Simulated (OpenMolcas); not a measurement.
How basis sets differ on CH5FOSn (SMILES FC[O][SnH3])

CH5FOSn has 9 atoms, charge 0, and is taken as a singlet. As SMILES, `FC[O][SnH3]`. The coordinates come from a PBE0-D4/def2-TZVP relaxation. This is one conformer, not always the lowest.

| atom | x (Å) | y (Å) | z (Å) |
| --- | --- | --- | --- |
| F | -0.5968 | 1.7542 | 0.0315 |
| C | -1.2915 | 0.5661 | 0.2778 |
| O | -0.7360 | -0.4634 | -0.4050 |
| Sn | 1.2393 | -0.7015 | -0.3197 |
| H | -1.2588 | 0.4340 | 1.3693 |
| H | -2.3191 | 0.7246 | -0.0661 |
| H | 1.6901 | -0.3903 | 1.2948 |
| H | 1.4078 | -2.3331 | -0.7653 |
| H | 1.9535 | 0.3631 | -1.4344 |

Each level gives the dipole moment (D). The values are calculated.

```
                               level          kind     program  value (D)  CPU time
                   HF/ANO-R0 (sfX2C)  Hartree–Fock  OpenMolcas       1.48      10 s
                           HF/STO-3G  Hartree–Fock  OpenMolcas       1.69     2.2 s
                            HF/3-21G  Hartree–Fock  OpenMolcas       1.86       3 s
        HF/def2-SVP (core potential)  Hartree–Fock  OpenMolcas       1.90     7.7 s
HF/ANO-RCC-VDZP (DKH2, RICD fitting)  Hartree–Fock  OpenMolcas       2.06      32 s
```

All-electron rows without a relativistic Hamiltonian named are non-relativistic, while core potentials hold scalar relativity, so basis and relativity change together. The values span 1.48 to 2.06 D. Magnitudes only. Sets without polarisation functions give poor dipoles. Times are those of the runs behind each value, whatever else they computed, on shared processors of several kinds: orders of magnitude only.
